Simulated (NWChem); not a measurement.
System: CH$_{4}$AlClO$_{2}$; SMILES C[O][Al]([OH])[Cl]

Excerpt of the output:

```
             Northwest Computational Chemistry Package (NWChem) 7.3.0
             --------------------------------------------------------

 C1  symmetry detected

                             Geometry "geometry" -> ""
                             -------------------------

 Output coordinates in angstroms (scale by  1.889725989 to convert to a.u.)

  No.       Tag          Charge          X              Y              Z
 ---- ---------------- ---------- -------------- -------------- --------------
    1 Al                  13.0000     0.27622587     0.08939779     0.00000594
    2 Cl                  17.0000    -0.56205413     2.01777079    -0.00002066
    3 O                    8.0000     1.96546545    -0.17268617     0.00005182
    4 H                    1.0000     2.60099269     0.55990356    -0.00040187
    5 O                    8.0000    -0.79486487    -1.22563244     0.00023120
    6 C                    6.0000    -0.67336575    -2.62469991    -0.00015435
    7 H                    1.0000    -1.17578177    -3.05718916     0.89421179
    8 H                    1.0000    -1.16986730    -3.05638372    -0.89819888
    9 H                    1.0000     0.38403009    -2.97585706     0.00332481

 Effective nuclear repulsion energy (a.u.)     268.5764276252

                                 NWChem DFT Module
                                 -----------------

 Summary of "ao basis" -> "ao basis" (spherical)
 ------------------------------------------------------------------------------
       Tag                 Description            Shells   Functions and Types
 ---------------- ------------------------------  ------  ---------------------
 Al                         def2-svp                 8       18   4s3p1d
 Cl                         def2-svp                 8       18   4s3p1d
 O                          def2-svp                 6       14   3s2p1d
 H                          def2-svp                 3        5   2s1p
 C                          def2-svp                 6       14   3s2p1d

            General Information
            -------------------
          SCF calculation type: DFT
          Wavefunction type:  closed shell.
          No. of atoms     :     9
          No. of electrons :    56
           Alpha electrons :    28
            Beta electrons :    28
          Charge           :     0
          Spin multiplicity:     1
          Use of symmetry is: off; symmetry adaption is: off
          Maximum number of iterations: 150
          AO basis - number of functions:    98
                     number of shells:    46
          Convergence on energy requested:  1.00D-06
          Convergence on density requested:  1.00D-05
          Convergence on gradient requested:  5.00D-04

              XC Information
              --------------
                       M06-2X Method XC Functional
                     Hartree-Fock (Exact) Exchange  0.540
                        M06-2X Exchange Functional  1.000
                      M06-2X Correlation Potential  1.000

             Grid Information
             ----------------
          Grid used for XC integration:  medium
          Radial quadrature: Mura-Knowles
          Angular quadrature: Lebedev.
          Tag              B.-S. Rad. Rad. Pts. Rad. Cut. Ang. Pts.
          ---              ---------- --------- --------- ---------
          Al                  1.25       88          10.0       590
          Cl                  1.00       88          12.0       590
          O                   0.60       49          11.0       434
          H                   0.35       45          13.0       434
          C                   0.70       49          11.0       434
          Grid pruning is: on
          Number of quadrature shells:   503
          Spatial weights used:  Erf1

      Superposition of Atomic Density Guess
      -------------------------------------

 Sum of atomic energies:        -890.11917071

      Non-variational initial energy
      ------------------------------

 Total energy =    -891.536779
 1-e energy   =   -1764.323539
 2-e energy   =     604.210332
 HOMO         =      -0.389962
 LUMO         =      -0.041493

     ---------------------------------------------
      Total Density - Mulliken Population Analysis
     ---------------------------------------------

    Atom       Charge   Shell Charges
 -----------   ------   -------------------------------------------------------
    1 Al  13    11.48   2.00  1.99  0.56  0.03  5.93  0.50  0.23  0.24
    2 Cl  17    17.44   2.00  1.99  1.22  0.72  5.94  2.16  3.40  0.01
    3 O    8     8.89   1.99  1.10  0.65  3.13  2.01  0.00
    4 H    1     0.64   0.51  0.07  0.06
    5 O    8     8.91   1.99  1.10  0.68  3.10  2.03  0.01
    6 C    6     5.85   1.99  0.91  0.23  1.82  0.85  0.05
    7 H    1     0.93   0.69  0.22  0.02
    8 H    1     0.93   0.69  0.22  0.02
    9 H    1     0.93   0.69  0.22  0.02

   convergence    iter        energy       DeltaE   RMS-Dens  Diis-err
 ---------------- ----- ----------------- --------- --------- ---------
 d= 0,ls=0.0,diis     1   -893.1777202075 -1.16D+03  1.17D-02  9.26D-01
 d= 0,ls=0.0,diis     2   -893.1704618495  7.26D-03  5.74D-03  1.24D+00
 d= 0,ls=0.0,diis     3   -893.2857294988 -1.15D-01  7.90D-04  9.62D-03
 d= 0,ls=0.0,diis     4   -893.2866708802 -9.41D-04  3.12D-04  1.14D-03
 d= 0,ls=0.0,diis     5   -893.2868276626 -1.57D-04  6.22D-05  4.06D-05
  Resetting Diis
 d= 0,ls=0.0,diis     6   -893.2868339318 -6.27D-06  1.79D-05  3.34D-06
 d= 0,ls=0.0,diis     7   -893.2868342992 -3.67D-07  1.23D-05  1.26D-06
 d= 0,ls=0.0,diis     8   -893.2868342473  5.20D-08  6.77D-06  2.10D-06

         Total DFT energy =     -893.286834247261
      One electron energy =    -1768.917289283468
           Coulomb energy =      678.092070317941
    Exchange-Corr. energy =      -71.038042906888
 Nuclear repulsion energy =      268.576427625155

 Numeric. integr. density =       55.999998129923

                       DFT Final Molecular Orbital Analysis
                       ------------------------------------

 Vector   26  Occ=2.000000D+00  E=-3.828405D-01
              MO Center= -2.9D-01,  1.6D+00,  3.2D-05, r^2= 2.8D+00
   Bfn.  Coefficient  Atom+Function         Bfn.  Coefficient  Atom+Function
  ----- ------------  ---------------      ----- ------------  ---------------
    29      0.558028  2 Cl px                26      0.411197  2 Cl px
    23      0.237300  2 Cl px                30      0.188085  2 Cl py
    41     -0.162322  3 O  py                27      0.139607  2 Cl py
    40      0.127325  3 O  px                44     -0.125294  3 O  py
    11      0.090272  1 Al px                59      0.087946  5 O  px

 Vector   27  Occ=2.000000D+00  E=-3.655977D-01
              MO Center= -6.1D-01, -1.6D+00,  1.1D-03, r^2= 2.3D+00
   Bfn.  Coefficient  Atom+Function         Bfn.  Coefficient  Atom+Function
  ----- ------------  ---------------      ----- ------------  ---------------
    59      0.491340  5 O  px                62      0.373778  5 O  px
    94     -0.269729  9 H  s                 73     -0.243212  6 C  px
    95     -0.172381  9 H  s                  3      0.136483  1 Al s
    29     -0.134270  2 Cl px                84      0.125634  7 H  s
    89      0.124331  8 H  s                 58     -0.101344  5 O  s

 Vector   28  Occ=2.000000D+00  E=-3.549957D-01
              MO Center= -7.5D-01, -1.6D+00, -8.0D-04, r^2= 2.4D+00
   Bfn.  Coefficient  Atom+Function         Bfn.  Coefficient  Atom+Function
  ----- ------------  ---------------      ----- ------------  ---------------
    61      0.500356  5 O  pz                64      0.404783  5 O  pz
    75     -0.230795  6 C  pz                84     -0.221573  7 H  s
    89      0.222267  8 H  s                 31     -0.151122  2 Cl pz
    85     -0.130124  7 H  s                 90      0.130517  8 H  s
    28     -0.101327  2 Cl pz                42     -0.097548  3 O  pz

 Vector   29  Occ=0.000000D+00  E= 5.741576D-03
              MO Center=  4.8D-01,  2.0D-01, -1.1D-03, r^2= 4.9D+00
   Bfn.  Coefficient  Atom+Function         Bfn.  Coefficient  Atom+Function
  ----- ------------  ---------------      ----- ------------  ---------------
     4      1.262063  1 Al s                 39     -0.405595  3 O  s
    22     -0.346607  2 Cl s                 58     -0.286702  5 O  s
    30      0.266200  2 Cl py                 2      0.191894  1 Al s
    72     -0.184011  6 C  s                 21     -0.146993  2 Cl s
    29     -0.143634  2 Cl px                16      0.137680  1 Al d  0

 Vector   30  Occ=0.000000D+00  E= 3.575580D-02
              MO Center=  2.3D-01,  1.4D-01,  7.1D-04, r^2= 4.2D+00
   Bfn.  Coefficient  Atom+Function         Bfn.  Coefficient  Atom+Function
  ----- ------------  ---------------      ----- ------------  ---------------
    13      0.849119  1 Al pz                10      0.327246  1 Al pz
    31     -0.282765  2 Cl pz                45     -0.225269  3 O  pz
    64     -0.206868  5 O  pz                42     -0.191672  3 O  pz
    61     -0.183840  5 O  pz                 7     -0.171482  1 Al pz
    28     -0.137577  2 Cl pz                90     -0.131535  8 H  s

 Vector   31  Occ=0.000000D+00  E= 1.037200D-01
              MO Center=  1.2D+00,  2.7D-01,  8.6D-05, r^2= 6.4D+00
   Bfn.  Coefficient  Atom+Function         Bfn.  Coefficient  Atom+Function
  ----- ------------  ---------------      ----- ------------  ---------------
    52      0.879070  4 H  s                 39     -0.726244  3 O  s
    11      0.675235  1 Al px                95      0.451222  9 H  s
    58      0.411326  5 O  s                 72     -0.379012  6 C  s
     4     -0.320781  1 Al s                 30     -0.234636  2 Cl py
    22      0.230885  2 Cl s                 44     -0.227988  3 O  py

     ---------------------------------------------
      Total Density - Mulliken Population Analysis
     ---------------------------------------------

    Atom       Charge   Shell Charges
 -----------   ------   -------------------------------------------------------
    1 Al  13    12.08   2.00  1.98  0.64 -0.04  5.93  0.80  0.37  0.40
    2 Cl  17    17.32   2.00  1.99  1.22  0.72  5.94  2.13  3.30  0.01
    3 O    8     8.50   1.99  1.05  0.67  2.86  1.92  0.01
    4 H    1     0.78   0.66  0.06  0.07
    5 O    8     8.58   1.99  1.05  0.71  2.88  1.94  0.01
    6 C    6     5.86   1.99  0.88  0.18  2.02  0.74  0.05
    7 H    1     0.96   0.75  0.19  0.02
    8 H    1     0.96   0.75  0.19  0.02
    9 H    1     0.96   0.75  0.19  0.02

     -------------------------------------------
      Total Density - Lowdin Population Analysis
     -------------------------------------------

    Atom       Charge   Shell Charges
 -----------   ------   -------------------------------------------------------
    1 Al  13    12.62   2.00  1.92  0.48  0.18  5.82  0.95  0.63  0.66
    2 Cl  17    17.07   2.00  1.96  1.02  0.79  5.83  2.25  3.21  0.01
    3 O    8     8.25   1.97  0.86  0.61  2.70  2.09  0.01
    4 H    1     0.90   0.55  0.17  0.18
    5 O    8     8.28   1.97  0.88  0.59  2.75  2.07  0.01
    6 C    6     5.93   1.96  0.57  0.31  1.80  1.15  0.13
    7 H    1     0.98   0.65  0.27  0.06
    8 H    1     0.98   0.65  0.27  0.06
    9 H    1     0.98   0.65  0.27  0.06

     Multipole analysis of the density
     ---------------------------------

     L   x y z        total         alpha         beta         nuclear
     -   - - -        -----         -----         ----         -------
     0   0 0 0     -0.000000    -28.000000    -28.000000     56.000000

     1   1 0 0      0.587716      0.293858      0.293858      0.000000
     1   0 1 0     -0.284999     -0.142500     -0.142500      0.000000
     1   0 0 1     -0.000603     -0.000302     -0.000302     -0.000000

     2   2 0 0    -31.573927   -113.465271   -113.465271    195.356615
     2   1 1 0      3.500972     -5.762579     -5.762579     15.026131
     2   1 0 1     -0.001270     -0.000268     -0.000268     -0.000735
     2   0 2 0    -30.807468   -284.599567   -284.599567    538.391665
     2   0 1 1      0.000289     -0.001172     -0.001172      0.002632
     2   0 0 2    -29.274110    -17.505312    -17.505312      5.736514

            General Information
            -------------------
          SCF calculation type: DFT
          Wavefunction type:  closed shell.
          No. of atoms     :     9
          No. of electrons :    56
           Alpha electrons :    28
            Beta electrons :    28
          Charge           :     0
          Spin multiplicity:     1
          Use of symmetry is: off; symmetry adaption is: off
          Maximum number of iterations: 150
          AO basis - number of functions:    98
                     number of shells:    46
          Convergence on energy requested:  1.00D-06
          Convergence on density requested:  1.00D-05
          Convergence on gradient requested:  5.00D-04

              XC Information
              --------------
                       M06-2X Method XC Functional
                     Hartree-Fock (Exact) Exchange  0.540
                        M06-2X Exchange Functional  1.000
                      M06-2X Correlation Potential  1.000

             Grid Information
             ----------------
          Grid used for XC integration:  medium
          Radial quadrature: Mura-Knowles
          Angular quadrature: Lebedev.
          Tag              B.-S. Rad. Rad. Pts. Rad. Cut. Ang. Pts.
          ---              ---------- --------- --------- ---------
          Al                  1.25       88          10.0       590
          Cl                  1.00       88          12.0       590
          O                   0.60       49          11.0       434
          H                   0.35       45          13.0       434
          C                   0.70       49          11.0       434
          Grid pruning is: on
          Number of quadrature shells:   503
          Spatial weights used:  Erf1

          Convergence Information
          -----------------------
          Convergence aids based upon iterative change in
          total energy or number of iterations.
          Levelshifting, if invoked, occurs when the
          HOMO/LUMO gap drops below (HL_TOL):  1.00D-02
          DIIS, if invoked, will attempt to extrapolate
          using up to (NFOCK): 10 stored Fock matrices.

                    Damping( 0%)  Levelshifting(0.5)       DIIS
                  --------------- ------------------- ---------------
          dE  on:    start            ASAP                start
          dE off:    2 iters        150 iters           150 iters

                            NWChem DFT Gradient Module
                            --------------------------

  charge          =   0.00
  wavefunction    = closed shell

                         DFT ENERGY GRADIENTS

    atom               coordinates                        gradient
                 x          y          z           x          y          z
   1 Al      0.521991   0.168937   0.000011   -0.000274   0.006021  -0.000008
   2 Cl     -1.062128   3.813034  -0.000039   -0.003558   0.006331   0.000002
   3 O       3.714191  -0.326330   0.000098    0.005527  -0.010933   0.000011
   4 H       4.915163   1.058064  -0.000759    0.005866   0.008038  -0.000009
   5 O      -1.502077  -2.316109   0.000437   -0.008385  -0.001552   0.000008
   6 C      -1.272477  -4.959964  -0.000292    0.001158   0.003861  -0.000024
   7 H      -2.221905  -5.777250   1.689815   -0.003403  -0.003926   0.005923
   8 H      -2.210729  -5.775728  -1.697350   -0.003374  -0.003914  -0.005939
   9 H       0.725712  -5.623554   0.006283    0.006444  -0.003926   0.000037
```

Level: M06-2X/def2-SVP. The geometry was optimised at PBE-D3(BJ)/def2-SVP.

**Question.** Reconstruct the input file.

**Answer.** This is not unique; one that fits is the input that was run:
```
start job
memory heap 200 mb stack 900 mb global 1100 mb
geometry units angstroms noautoz
  Al     0.284916     0.118446     0.000078
  Cl    -0.536419     2.054096    -0.001839
  O      1.971792    -0.158443     0.000549
  H      2.613720     0.568544    -0.000521
  O     -0.797667    -1.187139     0.001417
  C     -0.688443    -2.587218     0.002351
  H     -1.194721    -3.014448     0.897067
  H     -1.188623    -3.015370    -0.895343
  H      0.365832    -2.947632     0.006271
end
basis spherical
  * library def2-svp
end
dft
  xc m06-2x
  iterations 150
  mulliken
end
task dft gradient
```
